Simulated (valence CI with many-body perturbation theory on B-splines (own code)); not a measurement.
**Te+: calculated level list**

Computed by configuration interaction combined with many-body perturbation theory (CI+MBPT): five valence electrons over a frozen Dirac-Fock core [Kr] 4d10, radial functions for each j: 9 s, 9 p, 8 d, 6 f, 3 g, 1 h, with the one-electron correlation potential Σ1 (screened to all orders), the two-electron term Σ2, the three-electron term Σ3, Breit, model QED; selected single and double excitations, second order for the rest, scaled by the run's own slope (own B-spline code, finite nucleus).

Against 14 measured levels this calculation errs by 107 cm⁻¹ on average and by 342 at most. These come from a selection out of the NIST Handbook of Basic Atomic Spectroscopic Data. Levels without a partner in it may be off by more. Among the levels kept, up to 1100 cm⁻¹ of a level comes from second order outside the variational space, and about a tenth of that is noise between levels of different J, which matters for small intervals.

Levels 46 to 50 of 50, with energies above the lowest level, 5s2 5p3 4S°_3/2. "Leading %" is the weight of the configuration and term that name the level; weights of strongly mixed levels are sums over their largest components and can fall short. In the jj column 3d3/2^4 stands for four electrons in 3d with j = 3/2. Lifetimes count E1, E2, E3, M1 and M2 decay at the calculated energies, and are blank where another channel may lead or the interval is too uncertain; long ones can be off by a factor of two.

```tsv
No.	Configuration	Term	J	E (cm⁻¹)	Leading %	Leading jj	Second component	Lifetime
46	5s2 5p2 6p	4D°	7/2	103010	76	5s^2 5p1/2 5p3/2 6p3/2 (70 %)	16 % 5s2 5p2 6p 2F°	9.25 ns
47	5s2 5p2 6p	4P°	3/2	103852	39	5s^2 5p1/2 5p3/2 6p1/2 (49 %)	36 % 5s2 5p2 6p 4S°	7.85 ns
48	5s2 5p2 6p	2P°	3/2	104924	64	5s^2 5p1/2 5p3/2 6p3/2 (63 %)	24 % 5s2 5p2 6p 2D°	9.80 ns
49	5s2 5p2 6p	2D°	5/2	105490	45	5s^2 5p1/2 5p3/2 6p3/2 (65 %)	32 % 5s2 5p2 6p 4P°	8.82 ns
50	5s2 5p2 6p	2P°	1/2	106044	71	5s^2 5p1/2 5p3/2 6p3/2 (57 %)	12 % 5s2 5p2 6p 2S°	11.1 ns
```

Names give the largest LS component (configuration and term), which can be under half, so a name can repeat, a term be missing and a line seem to break the LS rules; names also repeat where a configuration has a term twice.
